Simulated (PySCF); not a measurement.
## Shapes and spin states of OsH₃

Level of theory: PBE0/[Os def2-TZVP with ECP60, H def2-TZVP], scalar-relativistic core potentials, density fitting, no spin–orbit coupling, PySCF.

Relaxations began from a few typed shapes and spin states; open shells are unrestricted. The search is not exhaustive: other isomers or separated fragments can lie lower, and high-lying points may rest on an excited occupation.

(1) Order these stationary points by electronic energy, lowest first, in kJ/mol from the lowest minimum.
A. broken-symmetry Ms = 1/2 (⟨S²⟩ 1.76) C2v: Os–H 1.560 Å, Os–H 1.664 Å (×2); H–Os–H 69.6° (×2), H–Os–H 139.2°
B. doublet D3h: Os–H 1.598 Å (×3); H–Os–H 120.0° (×3)
C. doublet C3v: Os–H 1.583 Å (×3); H–Os–H 103.8° (×3)
D. quartet C2v: Os–H 1.564 Å, Os–H 1.672 Å (×2); H–Os–H 70.8° (×2), H–Os–H 141.6°
E. sextet D3h: Os–H 1.700 Å (×3); H–Os–H 120.0° (×3)

(2) Which of them are minima?

## Answers

(1) C (0.0), B (68.5), D (86.7), A (131.8), E (201.1).

(2) By energy in kJ/mol, 0.0: minimum; 68.5: saddle point, 1 imaginary mode; 86.7: minimum; 131.8: minimum; 201.1: minimum.

Formally Os is in oxidation state +3, d5, with 1 unpaired electron (the high-spin count would be 5). The Mulliken spin on Os is 1.12. The polar-tensor charge on Os, 0.58, is far below the formal one.

For the lowest minimum: open d and f shells are described by one determinant, and the ground state may have another occupation or spin. With an element this heavy the missing spin–orbit coupling can shift these numbers.
